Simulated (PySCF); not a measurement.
Molecule: `C[Si](C)(C)[Si](Cl)(Cl)Cl`, C$_{3}$H$_{9}$Cl$_{3}$Si$_{2}$.

Geometry:
```csv
atom,x (Å),y (Å),z (Å)
C1,-0.066,1.959,0.138
Si2,-0.209,0.087,0.085
C3,-1.575,-0.488,-1.069
C4,-0.378,-0.656,1.802
Si5,1.797,-0.726,-0.783
Cl6,3.392,-0.230,0.439
Cl7,2.193,0.037,-2.665
Cl8,1.751,-2.788,-0.944
H9,0.808,2.265,0.734
H10,-0.965,2.407,0.590
H11,0.050,2.370,-0.877
H12,-1.416,-0.099,-2.086
H13,-1.600,-1.587,-1.123
H14,-2.558,-0.138,-0.716
H15,-1.335,-0.364,2.263
H16,0.439,-0.313,2.456
H17,-0.340,-1.755,1.757
```

Geometry PBE0-D3(BJ)/def2-SVP throughout; GIAO in PySCF, gas phase, one conformer, non-relativistic; equivalent atoms averaged; functional PBE0.

(1) How do the absolute shieldings σ depend on the basis set? (ppm; last column core-seconds on shared hosts with different chips, so compare them loosely)

(2) Which nucleus moves most, in ppm?

(3) Taking the largest basis, 6-311+G(2d,p) (310 functions), as the yardstick, rank the others by their worst heavy-atom deviation.

## Answers

(1) 
```csv
basis set,functions,C1/C3/C4,Si5,Si2,Cl6/Cl7/Cl8,H9/H10/H11/H12/H13/H14/H15/H16/H17,core-s
STO-3G,69,234.6,460.8,523.9,1102.4,32.16,8.3
pcSseg-0,110,197.3,236.8,355.9,839.1,32.39,14
6-31G,110,203.2,316.4,436.8,839.5,32.35,17
6-31G*,150,197.9,334.3,418.8,830.6,31.80,26
cc-pVDZ,177,200.3,358.3,420.2,837.6,31.06,32
def2-SVP,177,197.6,343.8,412.1,845.7,31.13,28
pcSseg-1,216,188.5,299.9,358.9,806.1,31.03,58
aug-cc-pVDZ,285,198.6,373.7,420.6,830.4,31.07,68
"6-311+G(2d,p)",310,189.9,302.2,351.7,794.8,31.20,76
```

(2) Cl6/Cl7/Cl8 (chlorine bonded to Si): from 794.8 ppm with 6-311+G(2d,p) to 1102.4 ppm with STO-3G. The smallest spread is 1.37 ppm, at H9/H10/H11/H12/H13/H14/H15/H16/H17. Proton shifts span only some 12 ppm, so a few tenths of a ppm matter as much there as several ppm in carbon.

(3) pcSseg-1 11.2 ppm (216 functions), def2-SVP 60.4 ppm (177 functions), pcSseg-0 65.4 ppm (110 functions), 6-31G* 67.1 ppm (150 functions), cc-pVDZ 68.5 ppm (177 functions), aug-cc-pVDZ 71.5 ppm (285 functions), 6-31G 85.1 ppm (110 functions), STO-3G 307.5 ppm (69 functions).

A small basis that lands close on one nucleus may do so by chance; judge by the trend and by all nuclei.
